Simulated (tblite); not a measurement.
Run record: tight-binding relaxation, `Cl[B](Cl)[GeH]([Cl])[B](Cl)Cl`.

Computed with GFN2-xTB geometry optimisation, gas phase (tblite 0.8.0). Start geometry: from a force field or distance geometry. The input is one job of a driver script: a line of settings, then coordinates in Å.

Command:
```bash
OMP_NUM_THREADS=1 python probes_run.py task.json out
```

Input:
```
{"job": {"kind": "relax", "xc": "GFN2-xTB", "basis": "xTB"}, "charge": 0, "multiplicity": 1}
Cl    -3.044200     0.553400     0.803300
B     -1.536200     0.689000    -0.236400
Cl    -1.281100     2.129200    -1.336600
Ge    -0.126100    -0.751000    -0.138400
Cl     0.154600    -1.627100    -2.085900
B      1.607700     0.042300     0.504000
Cl     2.381900    -0.549400     2.067700
Cl     2.433200     1.379100    -0.468700
H     -0.576300    -1.859600     0.865700
```

Estimate the output.

```
step      E/eV     max force
  0    -756.30100    2.337
  1    -756.65981    1.718
  2    -756.94392    1.147
  3    -756.98855    0.398
  4    -757.00224    0.280
  5    -757.02944    0.252
  6    -757.03141    0.179
  7    -757.03503    0.126
  8    -757.03568    0.124
  9    -757.04088    0.136
... (24 lines left out)
 34    -757.04921    0.039
 35    -757.04932    0.035
 36    -757.04943    0.030
 37    -757.04950    0.020
 38    -757.04954    0.023
 39    -757.04959    0.030
 40    -757.04966    0.030
 41    -757.04972    0.024
 42    -757.04976    0.012
 43    -757.04976    0.003
```

«max force» is the largest atomic force in eV/Å.

From which step on does the largest force stay under 0.1 eV/Å, and how much energy is left to gain from there?

From step 22 (0.072 eV/Å), 1.4 meV above the end.

Main results: energy lowered by 17.3 kcal/mol over 43 steps; largest atomic force 0.003 eV/Å at the end.

Give the final coordinates.

0.141 Å rms from the input after alignment:
```
atom  x, y, z in Å
Cl1   -3.0700    0.6030    0.6808
B2    -1.6482    0.7143   -0.2417
Cl3   -1.4371    2.0145   -1.3204
Ge4   -0.1244   -0.6701   -0.0532
Cl5    0.1618   -1.5086   -1.9983
B6     1.7268    0.0277    0.5462
Cl7    2.4636   -0.5283    1.9719
Cl8    2.5008    1.2121   -0.4010
H9    -0.5598   -1.8586    0.7906
```

Time: 0.76 s wall. Hardware: an Arm Neoverse N1 with one thread (shared host).
Labels such as C1 count atoms from 1, the log's own numbers from 0.
